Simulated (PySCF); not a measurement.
# [Tb(NH2)2]+: from a saddle point downhill

PySCF 2.14.0, RKS PBE0, Tb lcecp-1-SVP with ECP54, N def2-SVP, H def2-SVP; non-relativistic Hamiltonian with scalar-relativistic core potentials where named; density fitting; no spin-orbit coupling. Relaxed within the symmetry of its start, the geometry (C2v) is

```xyz
7

Tb    0.0000    0.0000   -0.2086
N     1.7361    0.0000    0.9753
H     2.1479   -0.8099    1.4469
H     2.1479    0.8099    1.4469
N    -1.7361    0.0000    0.9753
H    -2.1479    0.8099    1.4469
H    -2.1479   -0.8099    1.4469
```

and its lowest harmonic modes are -387, -386, 150, 359, 386, 545 cm⁻¹ (negative: unstable). It was moved along the lowest mode and relaxed again, within the group Cs that the move left.

Where does it end, and how much lower?

In C2v, 0.508 eV lower, after 17 steps:
```xyz
7

Tb    0.0000   -0.7899    0.0295
N     1.6550   -0.0334    1.0397
H     2.6517   -0.1616    0.8507
H     1.5996    0.5769    1.8597
N    -1.6550   -0.0334    1.0397
H    -1.5996    0.5769    1.8597
H    -2.6517   -0.1616    0.8507
```

How do the contacts change?


```tsv
contact	saddle (Å)	end (Å)
Tb1–N2 (NH2)	2.101	2.081
Tb1–N5 (NH2)	2.101	2.081
```


Is the end a minimum?

Yes; lowest modes 135, 233, 263, 372, 451, 609 cm⁻¹.

An lcecp potential fixes the number of 4f electrons, so in runs with it no electron can move into or out of that shell.

State: singlet in the valence, with the 4f electrons in the core potential.
